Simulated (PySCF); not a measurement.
Where the electron goes

C7H6N2.
Cartesian coordinates in Å at the PBE0-D3(BJ)/def2-SVP level; atoms count from 1:
```
atom  x, y, z in Å
C1    -2.0711    0.1937    0.0120
C2    -1.9425   -1.2136   -0.0004
C3    -0.7042   -1.8321   -0.0296
C4     0.4225   -0.9966   -0.0465
N5     1.7587   -1.2590   -0.0746
N6     2.5065   -0.1500   -0.0816
C7     1.6709    0.8649   -0.0579
C8     0.3146    0.4161   -0.0342
C9    -0.9572    1.0147   -0.0046
H10   -3.0699    0.6351    0.0353
H11   -2.8454   -1.8287    0.0135
H12   -0.6124   -2.9200   -0.0392
H13    2.2119   -2.1617   -0.0915
H14    2.0507    1.8859   -0.0581
H15   -1.0617    2.1019    0.0054
```

Method: TDDFT PBE0/def2-SVPD, vertical, gas phase, core orbitals frozen in the response (PySCF 2.14.0, density-fitted response routines).

Kohn–Sham orbitals with the atoms that hold most of them (Löwdin shares over 4%, at most four atoms; ? is withheld):

| orbital | ε (eV) | atoms |
| --- | --- | --- |
| HOMO-3 | -8.54 | C7 17%, C8 14%, N5 13%, C4 12% |
| HOMO-2 | -8.50 | N6 63%, C7 12%, N5 10%, C8 5% |
| HOMO-1 | -7.13 | ? |
| HOMO | ? | N5 18%, C3 15%, C9 15%, C7 14% |
| LUMO | -0.97 | ? |
| LUMO+1 | 0.23 | C1 20%, C4 18%, C2 14%, C9 11% |
| LUMO+2 | 0.82 | H13 22%, C3 15%, H12 14%, N5 9% |

Task: Give the leading atoms of the HOMO-1.

Result: C2 (bonded to 2 C and H) 17%; C8 (bonded to 3 C) 17%; N6 (bonded to C and N) 16%; C4 (bonded to 2 C and N) 15%. By element: carbon 49% or more, nitrogen 16% or more.

Task: Which atoms hold the LUMO, and with what shares?

Result: C9 (bonded to 2 C and H) 17%; C3 (bonded to 2 C and H) 16%; N6 (bonded to C and N) 16%; C2 (bonded to 2 C and H) 14%. By element: carbon 48% or more, nitrogen 16% or more.

Task: What is the HOMO energy, and the HOMO–LUMO gap?

Result: ε(HOMO) = -6.56 eV; the gap is 5.59 eV (0.2053 hartree).

Task: How does S1 compare with the orbital gap of 5.59 eV?

Result: S1 is at 4.80 eV (f = 0.066), 0.78 eV below the gap, made of HOMO→LUMO (84%). Without the coupling terms of the response equations the lowest excitation would equal the gap.

Task: Give energy, strength and leading configuration of S1 and S3, and follow the Löwdin shares of the leading atoms from the occupied to the empty orbital.

Result: 
- S1 (4.80 eV, f 0.066), HOMO→LUMO (84%): N5 18% → at most 15%, C3 15% → 16%, C9 15% → 17%
- S3 (6.11 eV, f 0.0032), HOMO-2→LUMO (95%): N6 63% → 16%, C7 12% → at most 15%, C9 at most 6% → 17%, C3 at most 6% → 16%

The run took 35 s wall on AMD EPYC 7B13, one thread, no GPU, on a shared host, and the process peaked at 1.0 GiB of memory.
